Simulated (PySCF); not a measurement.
CuMe2, C2H6Cu (doublet state).
Bonds: Cu1–C2, Cu1–C6. Hydrogens: H3, H4, H5 on C2; H7, H8, H9 on C6.

The calculation used PBE0-D3(BJ)/def2-SVP geometry optimisation, gas phase (PySCF).

(1) How far are the bound atoms from Cu1?

(2) What is the shape at Cu1?

(3) What are the other bond lengths?

Results:

(1) 2 atoms: C6 1.977 Å, C2 1.977 Å. The nearest atom not counted as bound is H7, at 2.59 Å (others tie with it).

(2) Linear: angle 179.9°.

(3) C2–H3 and 5 like bonds 1.102 Å.

Point group: near D3d, missed by 0.09 Å at most; the miss may be what the optimiser left on a soft mode (D3 holds within 0.08 Å). Charge 0, doublet. ⟨S²⟩ = 0.751 (exact for a doublet: 0.75). Whether it is a minimum is left open (no frequencies).

Neither the SCF state along the optimisation nor the shape of the open-shell metal species was proved the lowest: other solutions of the same spin, or a structure of lower symmetry, can lie below.


MoH₄ (triplet state).
Hydrogens: H2, H3, H4, H5 on Mo1.

The calculation used PBE0-D3(BJ)/def2-SVP geometry optimisation, gas phase, def2 core potentials past Kr (PySCF).

How far are the bound atoms from Mo1?

4 atoms: H3 1.687 Å, H4 1.687 Å, H5 1.687 Å, H2 1.687 Å.

What is the shape at Mo1?

Tetrahedral: angles from 109.4° to 109.5°; τ4 = (360° − α − β)/141° = 1.00 with α and β the two widest (0 for a square, 1 for a tetrahedron).

What are the rotational constants (commonest isotopes, rigid rotor)?

A = 66106, B = 66099, C = 66088 MHz: a spherical top.

Point group: Td (tolerance 0.08 Å). Charge 0, triplet. ⟨S²⟩ = 2.029 (exact for a triplet: 2.00). PBE0-D3(BJ)/def2-SVP frequencies: not computed here.

For an open-shell metal species like this, the optimisation's SCF solution wasn't tested for stability and no frequencies at its level were run, so a lower state or another shape may exist.
